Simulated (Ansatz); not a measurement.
The multiplicity is imposed and other spin states were not computed.

Species: [Cd(NH2)(SH)] (charge 0, multiplicity 1).

**Question.** Give a relaxed geometry from PBE-D3(BJ)/def2-SVP (Ansatz, a first-principles code).

**Answer.** One answer among several that fit: the end point of this relaxation, one of several conformers.
Cartesian coordinates (Å) in one orientation:
```xyz
6

Cd    -0.004     0.248     0.161
N      1.628    -0.710     0.892
H      1.360    -1.517     1.473
H      2.177    -0.096     1.512
S     -1.810     1.316    -0.907
H     -1.305     1.079    -2.153
```
